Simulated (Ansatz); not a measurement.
`[InH2][BH][TeH]` + `OBF` → `FB[O][InH2]` + `B[TeH]`  (cleavage of the In–B bond)

Isolated molecules relaxed with PBE0-D4/def2-TZVP in Ansatz; ΔE leaves out vibrations. CCSD(T)/CBS is the MP2 limit (def2-TZVPP, def2-QZVPP) plus CCSD(T) − MP2 in def2-TZVPP, frozen cores. This one scheme is used for every species. DFT in def2-TZVPP. HSE06 is defined as in plane-wave codes. def2 core potentials past Kr. For In, Te outer-core shells are correlated without core-valence functions, which leaves a few kJ/mol of doubt a bond. Each species was taken in one conformer, which may not be the lowest.

`[InH2][BH][TeH]`:

```xyz
7

In   -0.885    0.805   -0.679
B     0.204   -0.043    1.071
Te    1.656   -1.558    0.942
H    -2.366    0.123   -1.260
H    -0.277    2.157   -1.573
H     0.046    0.298    2.206
H     1.622   -1.781   -0.707
```

`OBF`:

Cartesian coordinates in Å:
```
O -0.964 0.255 0.115
B 0.293 -0.213 0.197
F 1.174 0.054 -0.765
H -1.128 0.774 -0.680
H 0.626 -0.871 1.134
```

`FB[O][InH2]`:

Cartesian coordinates in Å:
```
F -0.525 -0.475 1.364
B 0.794 -0.125 1.121
O 1.084 0.261 -0.098
In -0.651 0.181 -1.216
H 1.537 -0.210 2.052
H -1.446 1.686 -1.212
H -0.793 -1.318 -2.010
```

`B[TeH]`:

```xyz
5

B    -0.330    0.610    0.209
Te   -0.136   -1.476    0.082
H     0.476    1.324   -0.295
H    -1.279    1.014    0.805
H     1.269   -1.472   -0.800
```

(1) Is it downhill or uphill in electronic energy at CCSD(T)/CBS, and by how much? (Best estimate.)

(2) What do these levels give: PBE-D4, revPBE-D4, PBE0-D4, HSE06-D4, PBE, BLYP, r2SCAN0, CCSD/def2-SVP, CCSD(T)/def2-SVP, HF/def2-TZVPP, HF/CBS(def2), CCSD/CBS(def2)? (Best estimate.)

Largest T1 diagnostic among the species: 0.016.

Results:

(1) Computed: Downhill: ΔE = -59.5 kJ/mol.

(2) The calculation gave: PBE-D4 -48.0, revPBE-D4 -50.0, PBE0-D4 -46.1, HSE06-D4 -45.5, PBE -48.9, BLYP -62.7, r2SCAN0 -55.2, CCSD/def2-SVP -64.7, CCSD(T)/def2-SVP -64.6, HF/def2-TZVPP -66.2, HF/CBS(def2) -68.4, CCSD/CBS(def2) -59.3 kJ/mol.

Leaving LDA and LC-ωPBE aside and taking each functional with its dispersion term where it has one, the values, not all of them listed here, spread over 18.0 kJ/mol, from CAM-B3LYP-D4 to HSE06-D4. LDA lies +5.8 kJ/mol from PBE without D4. At CCSD(T), def2-SVP lies −5.1 kJ/mol from the extrapolated value and def2-TZVPP +2.6 kJ/mol. In def2-TZVPP, CCSD(T) changes the Hartree–Fock value by +9.3 kJ/mol (the triples alone add −0.2 kJ/mol) and MP2 by +8.9 kJ/mol.
